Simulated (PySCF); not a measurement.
C₂H₅F, charge +1, multiplicity 2. Atoms are numbered in the order given.

```xyz
8

C     -0.1780     1.1981     0.0000
C      0.4278    -0.1139     0.0000
F     -0.3289    -1.1700     0.0000
H      0.5668     1.9924     0.0000
H     -0.8655     1.3057    -0.8627
H     -0.8655     1.3057     0.8627
H      1.3126    -0.2895     0.7383
H      1.3126    -0.2895    -0.7383
```
Charge +1, spin multiplicity 2.

Coordinates come from a PBE0-D3(BJ)/def2-TZVP optimisation. The spin state was assumed, not searched.

All values below come from M06-2X/def2-TZVPD (PySCF).

Mulliken values depend strongly on the basis, most of all with diffuse functions as here. Atomic charges (e):

```csv
atom,Mulliken,meta-Löwdin,Mulliken spin
C1,-0.96,-0.35,-0.07
C2,0.18,0.24,0.27
F3,-0.09,-0.10,0.16
H4,0.35,0.19,-0.01
H5,0.37,0.22,0.09
H6,0.37,0.22,0.09
H7,0.39,0.29,0.24
H8,0.39,0.29,0.24
```
